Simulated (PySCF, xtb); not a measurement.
C3H10OSi2, SMILES C=C[SiH2]CO[SiH3].

GFN2-xTB (xtb 6.7.1) at its own geometry gives an orbital gap of 4.20 eV and a dipole moment of 0.89 D.

The structure is a stationary point at ωB97X-D3(BJ)/def2-SVP. This is a generated structure with no PubChem entry under its InChIKey; it may be hypothetical. The values are those of a single conformer.

Problem. What does PySCF with PBE/def2-TZVP give? (An estimate is asked for; the answer gives what the named calculation found.)

Solution. gap 5.08 eV (levels -6.57 and -1.49 eV), dipole 0.84 D.
